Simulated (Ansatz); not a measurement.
Consider the formal exchange of groups at a Ge–Si bond: `[SiH3][GeH2][SiH2][GeH2][SiH2][GeH3]` + GeH₄ → `[GeH3][SiH2][GeH2][GeH3]` + `[SiH3][GeH2][SiH3]`.

Gas-phase electronic energies from Ansatz, PBE0-D4/def2-TZVP geometries. CCSD(T)/CBS is the MP2 limit (def2-TZVPP, def2-QZVPP) plus CCSD(T) − MP2 in def2-TZVPP, frozen cores. Functionals use def2-TZVPP. For Ge outer-core shells are correlated without core-valence functions, which leaves a few kJ/mol of doubt a bond. Scalar relativity is left out up to krypton. One conformer a species, not always the lowest.

Task: Is it downhill or uphill in electronic energy at CCSD(T)/CBS, and by how much? (An estimate is asked.)

Result: The calculation gave: Nearly level: ΔE = -2.5 kJ/mol.

Task: What do these levels give: revPBE-D4, B97M-V, ωB97X-V, r2SCAN0, MP2/def2-TZVPP, HF/def2-QZVPP? (Best estimate.)

Result: Computed: revPBE-D4 2.5, B97M-V 4.0, ωB97X-V -3.0, r2SCAN0 -7.8, MP2/def2-TZVPP -2.6, HF/def2-QZVPP -22.8 kJ/mol.

Largest T1 diagnostic among the species: 0.013.

From BLYP to BHLYP (50 % exact exchange), in def2-TZVPP and without D4, ΔE moves by +3.6 kJ/mol. The D4 term adds +17.2 kJ/mol with B3LYP and +10.6 kJ/mol with PBE0; it sums over pairs of atoms, weighted by their polarisabilities, and B3LYP, whose exchange is more repulsive, gets the larger term. In def2-TZVPP, CCSD(T) changes the Hartree–Fock value by +19.5 kJ/mol (the triples alone add +3.7 kJ/mol) and MP2 by +19.7 kJ/mol.

B3LYP here is the variant with VWN-RPA as its local correlation; programs differ in this.
